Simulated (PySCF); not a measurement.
# Radial density of Ho⁵⁰⁺ (holmium, charge +50)

UHF, [Ne] 3s2 3p5, 2P determinant. Calculation: PySCF 2.14, in an uncontracted even-tempered set (17 s from 11 bohr⁻², ratio 2.5; 12 p from 15 bohr⁻², ratio 2.5; 4 d from 62 bohr⁻², ratio 2.7; 4 f from 93 bohr⁻², ratio 2.7); the spin-free X2C one-electron Hamiltonian (Gaussian nucleus).

```
r (bohr)  4πr²ρ (e/bohr)  4πr²(ρα − ρβ)
  0.0162           89.61         0.4635
  0.0273           77.76         1.4216
  0.0459           100.3         2.2922
  0.0772           95.72         0.4894
   0.130           39.90         2.1606
   0.218           40.94         5.6294
   0.367           4.503         0.6375
   0.618         0.01519         0.0018
```

Densities and radii are taken from the X2C orbitals without a picture-change correction, which distorts them close to the nucleus.

Spin-orbit coupling, absent here, splits the open shell strongly.
